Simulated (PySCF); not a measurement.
C2H6N2Si, SMILES C#C[SiH](N)N.

Geometry: PBE-D3(BJ)/def2-SVP. The structure was generated by enumeration, and PubChem lists no compound with its InChIKey, so it may never have been made. The values are those of a single conformer.

Two levels are set side by side: TDDFT-PBE/def2-SVPD (PySCF) and TDDFT-LC-ωPBE/def2-SVPD (PySCF). Vertical, same geometry. The lowest singlet is HOMO→LUMO 66 %, HOMO→LUMO+1 21 %, HOMO−1→LUMO 11 % with PBE and HOMO−2→LUMO+1 49 %, HOMO−3→LUMO+2 8 %, HOMO−2→LUMO+4 8 % with the other functional; states are paired by order. Differences are taken from unrounded values.

```json
[
 {"quantity": "lowest singlet excitation (eV)", "TDDFT-PBE": "5.27"},
 {"quantity": "lowest triplet excitation (TDA) (eV)", "TDDFT-PBE": "4.72"},
 {"quantity": "first bright state (f over 0.05) (eV)", "TDDFT-PBE": "5.48"},
 {"quantity": "its oscillator strength", "TDDFT-PBE": "0.06"}
]
```

Question: These are the TDDFT-PBE values. What does TDDFT-LC-ωPBE give? (The exact figures need the calculation; the answer reports its results.)

Answer: 
| quantity | TDDFT-LC-ωPBE | TDDFT-PBE minus TDDFT-LC-ωPBE |
|---|---|---|
| lowest singlet excitation (eV) | 5.91 | -0.64 |
| lowest triplet excitation (TDA) (eV) | 4.67 | 0.05 |
| first bright state (f over 0.05) (eV) | 7.33 | -1.85 |
| its oscillator strength | 0.08 | -0.03 |

A lower first singlet is the usual sign of a functional without exact exchange. Differences between two approximate levels are no errors against the true value.

Rough cost on one machine, each run with all the roots and properties that it gave: TDDFT-LC-ωPBE against TDDFT-PBE about 5 times.
